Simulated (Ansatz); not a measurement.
C2H10GeSi can be A, `[CH3][GeH]([CH3])[SiH3]`, or B, `C[SiH](C)[GeH3]`.

Program: Ansatz. Geometries: PBE0-D4/def2-TZVP. ΔE: electronic, gas phase. CCSD(T)/CBS adds triple-zeta CCSD(T) − MP2 to the extrapolated MP2 energy (def2 sets, frozen cores). DFT in def2-TZVPP. B3LYP here is the variant with VWN-RPA as its local correlation; programs differ in this. For Ge outer-core shells are correlated without core-valence functions, which leaves a few kJ/mol of doubt a bond. Scalar relativity is left out up to krypton.

Question: Which is lower in electronic energy at CCSD(T)/CBS, and by how much? (An estimate is asked.)

Answer: The calculation gave: B, by 22.9 kJ/mol.

Question: Give E(B) − E(A) in kJ/mol with PBE0-D4, B2PLYP, B3LYP-D4, HF/def2-TZVPP, PBE-D4, CCSD/def2-TZVPP, r2SCAN-D4. (Best estimate.)

Answer: The calculation gave: PBE0-D4 -27.6, B2PLYP -22.5, B3LYP-D4 -26.0, HF/def2-TZVPP -22.2, PBE-D4 -27.3, CCSD/def2-TZVPP -18.4, r2SCAN-D4 -29.4. None reverses the order clearly.

Largest T1 diagnostic: 0.011.

In def2-TZVPP, CCSD(T) changes the Hartree–Fock value by +4.1 kJ/mol (the triples alone add +0.4 kJ/mol) and MP2 by +5.1 kJ/mol.
